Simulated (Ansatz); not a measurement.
Ideal-gas functions of C₂H₃AlO, SMILES `C#[C][AlH][OH]` at 500 K and 1 bar, from an Ansatz frequency run at PBE0-D4/def2-TZVP.

Molar mass 70.03 g/mol, point group Cs (symmetry number 1), electronic degeneracy 1, moments of inertia 22.759, 164.798, 187.557 u Å². Harmonic wavenumbers (cm⁻¹, unscaled): 126, 182, 303, 398, 512, 561, 619, 697, 725, 747, 874, 1996, 2128, 3456, 3958.

Use S(trans) = R[1.5 ln M + 2.5 ln T − 1.1517]; rotational temperatures θ = 24.2544 K / I; S(rot) = R[ln(√π/σ · √(T³/θAθBθC)) + 1.5]; for each mode x = 1.438777 ν̃/T, S = R[x/(eˣ − 1) − ln(1 − e⁻ˣ)] and H = RT x/(eˣ − 1); 1 cm⁻¹ = 0.0119627 kJ/mol; R = 8.31446 J/(mol·K).

Q: By hand: the entropy, in J/(mol·K).

A: Translation 172.6. Rotation: θ = 1.0657, 0.1472, 0.1293 K, giving 110.9. Vibration, mode by mode: 16.80, 13.79, 9.71, 7.63, 5.81, 5.18, 4.53, 3.79, 3.56, 3.39, 2.54, 0.18, 0.13, 0.00, 0.00, in all 77.0. Electronic 0.0. Sum 360.5 J/(mol·K).

Q: By hand: H − E and G − E in kJ/mol, counted from the electronic energy.

A: Zero-point energy ½ × 17282 × 0.0119627 = 103.4; thermal vibration 21.2; translation, rotation and pV give 4 RT = 16.6. H − E = 141.2 kJ/mol, and G − E = 141.2 − 500 × 360.5/1000 = -39.0 kJ/mol.

Vibration gives 21 % of the entropy, 16.8 J/(mol·K) of it from the mode under 150 cm⁻¹: soft modes count most, and the harmonic formula is weakest for them. The sum counts one conformer and one mirror image; others add a mixing term.
